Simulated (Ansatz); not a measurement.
`[CH3][GeH2][Cl]` + HCl → `[Cl][GeH2][Cl]` + CH₄ at 500 K and 1 bar (ligand exchange at a Ge–C bond).

Gas-phase electronic energies from Ansatz, PBE0-D4/def2-TZVP geometries. CCSD(T)/CBS is the MP2 limit (def2-TZVPP, def2-QZVPP) plus CCSD(T) − MP2 in def2-TZVPP, frozen cores. This one scheme is used for every species. For Ge outer-core shells are correlated without core-valence functions, which leaves a few kJ/mol of doubt a bond. Scalar relativity is left out up to krypton.

```tsv
species	CCSD(T)/CBS energy (Eh)	H − E (kJ/mol)	S (J/(mol·K))
`[CH3][GeH2][Cl]`	-2576.99593	176.8	361.6
HCl	-460.38127	32.5	201.9
`[Cl][GeH2][Cl]`	-2996.94498	78.7	339.3
CH₄	-40.46206	135.6	206.8
```

H − E and S are ideal-gas, rigid-rotor, harmonic terms from PBE0-D4/def2-TZVP. 1 Eh = 2625.50 kJ/mol, R = 8.31446 J/(mol·K).

Problem. By hand: ΔE, ΔH, ΔS and ΔG.

Solution. ΔE = (-2996.94498) + (-40.46206) − (-2576.99593) − (-460.38127) = -0.02984 Eh = -78.3 kJ/mol. Δ(H − E) = 78.7 + 135.6 − 176.8 − 32.5 = 5.0, so ΔH = -73.3 kJ/mol. ΔS = 339.3 + 206.8 − 361.6 − 201.9 = -17.4 J/(mol·K). ΔG = -73.3 − 500 × (-17.4)/1000 = -64.6 kJ/mol.

Problem. By hand: the equilibrium constant, and the temperature at which ΔG would vanish if ΔH and ΔS stayed fixed.

Solution. log₁₀ K = −ΔG/(RT ln 10) = 6.7. ΔG = 0 at ΔH/ΔS = 4213 K, far beyond where these terms or the molecules hold.

ΔH outweighs TΔS. A doubt of 5 kJ/mol in ΔE shifts log₁₀ K by 0.5 here. These are equilibria of isolated gas molecules and say nothing of rates. Largest T1 diagnostic: 0.010 (customary marks: 0.02 for closed shells, 0.045 for open ones).
